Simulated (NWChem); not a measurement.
**Lowest excitation of Cl2Se**

```
Se
Cl 1 2.1982
Cl 1 2.1982 2 102.60
```
Charge 0, spin multiplicity 1.

Program: NWChem. Structure: optimised with B3LYP/def2-SVP, a minimum by its harmonic frequencies.

Basis set: def2-SVPD.

The Hamiltonian is non-relativistic. B3LYP has NWChem's definition, with VWN1-RPA local correlation. The structure started from a generated list of species.

One of these methods gave a lowest vertical singlet excitation energy of 2.21 eV. Which?
A. TD-B3LYP
B. CIS
C. TDA-CAM-B3LYP
D. TD-PBE

D, TD-PBE. The others give 2.36 (TD-B3LYP), 3.22 (CIS), 2.59 (TDA-CAM-B3LYP).
